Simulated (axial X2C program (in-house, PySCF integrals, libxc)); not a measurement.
Spectroscopic constants of TeCl⁻

Calculated with an in-house all-electron X2C program for linear molecules (integrals from PySCF). Spin-free means the one-electron spin-free X2C Hamiltonian; two-component (2c) means X2C with spin–orbit coupling and atomic mean-field two-electron Coulomb and Gaunt terms, so the difference of the two also holds small scalar two-electron terms. Basis: Te dyall-acv3z [12s13p9d5f1g], Cl dyall-av3z [9s8p3d2f] (cores contracted in-house); Gaussian nuclei, density fitting, unrestricted open shells. Masses: Te 129.906 u, Cl 34.969 u.

Input:
```json
{
 "zs": [
  52,
  17
 ],
 "q": -1,
 "bas": [
  "dyall-acv3z",
  "dyall-av3z"
 ],
 "levels": [
  "PBE0",
  "HF",
  "PBE"
 ],
 "cc": true,
 "r0": 2.35,
 "thr": -1.0,
 "nmax": 90,
 "npts": 10,
 "nst": 2,
 "ntry": 6
}
```
```bash
python so2c.py task.json out
```

Keys: zs atomic numbers; q charge; bas basis sets; levels methods; cc coupled cluster on or off; r0 starting distance in Å; thr threshold in hartree for freezing inner shells (an s shell follows its p shell); nmax most natural virtual spinors; npts points on the curve; nst determinants followed; ntry starts of the search. HF also brings MP2.

State, spin-free: M_S = 0, Λ = 0 (closed shell); electrons by block: σα: 15, σβ: 15, π+α: 8, π+β: 8, π-α: 8, π-β: 8, δ+α: 2, δ+β: 2, δ-α: 2, δ-β: 2. Fragments: Te + Cl-.

State, 2c: Ω = 0 (closed shell); electrons by block: 1/2: 23, -1/2: 23, 3/2: 10, -3/2: 10, 5/2: 2, -5/2: 2. Fragments: Te + Cl-.

| Hamiltonian | level | Re (Å) | ωe (cm⁻¹) | ωexe (cm⁻¹) | Be (cm⁻¹) | αe (cm⁻¹) | De (eV) | μ (D) |
| --- | --- | --- | --- | --- | --- | --- | --- | --- |
| spin-free | PBE0 | 2.438 | 315.0 | 1.24 | 0.103 | 0.000518 | 1.70 | -1.35 |
| spin-free | HF | 2.458 | 308.1 | 1.33 | 0.1012 | 0.000534 | 0.566 | -1.82 |
| spin-free | MP2 | 2.440 | 322.6 | 1.16 | 0.1028 | 0.000488 | 1.54 | n/a |
| spin-free | CCSD | 2.460 | 308.7 | 1.21 | 0.1011 | 0.00051 | 1.51 | n/a |
| spin-free | CCSD(T) | 2.465 | 305.3 | 1.2 | 0.1007 | 0.000515 | 1.56 | n/a |
| spin-free | PBE | 2.467 | 296.9 | 1.25 | 0.1005 | 0.000533 | 1.83 | -1.28 |
| 2c | PBE0 | 2.457 | 296.2 | 1.52 | 0.1014 | 0.000591 | 1.50 | -1.56 |
| 2c | HF | 2.480 | 286.5 | 1.78 | 0.09951 | 0.000637 | n/a | -2.07 |
| 2c | MP2 | 2.455 | 307.1 | 1.39 | 0.1015 | 0.000544 | 1.31 | n/a |
| 2c | CCSD | 2.479 | 290.9 | 1.54 | 0.09959 | 0.000587 | 1.27 | n/a |
| 2c | CCSD(T) | 2.483 | 287.5 | 1.51 | 0.0992 | 0.000592 | 1.32 | n/a |
| 2c | PBE | 2.489 | 276.7 | 1.53 | 0.09873 | 0.000616 | 1.64 | -1.51 |

Correlated methods: 14 electrons correlated (number of frozen shells: Te 4 s, 3 p, 2 d; Cl 2 s, 1 p), 276 virtual spin orbitals or spinors in MP2, 90 natural virtuals in coupled cluster.

Dipoles are positive if Cl is the positive end and refer to the centre of mass.

The state is one determinant whose occupation by symmetry is held fixed; it was picked as the lowest of a PBE0 search that is not exhaustive. Closed shells are restricted here (equal orbitals for both partners); the stretched side of such a curve lies too high. De is counted from the lowest determinant-based energies of the atoms at the same level, without counterpoise correction. De is not given where an atomic determinant may have missed its ground term or J level, or where the truncated virtual space spoils (T). Coupled cluster ran in a truncated set of natural virtual spinors; the MP2 energy of the rest was added. (T) has no such correction and the atoms are truncated less, which lowers De at CCSD(T) by a hundredth of an eV or more. Without a current term, density functionals place determinants with orbital angular momentum somewhat too high. The highest occupied level of some functionals is positive through self-interaction error; at Hartree–Fock it is bound. With the outer-core shells frozen, correlated bond lengths of heavy atoms tend to come out a few hundredths of an ångström too long. Hartree–Fock gets electron affinities wrong, so its lowest charge split need not be the true one.

Rough cost a point (2c) on 1 thread(s) of a shared host, integrals apart: PBE0 0.5 s, HF 0.4 s, CCSD(T) 5 s, PBE 0.27 s.

The whole task took 2.6 min on 1 thread of Arm Neoverse V1, with other jobs on the host.
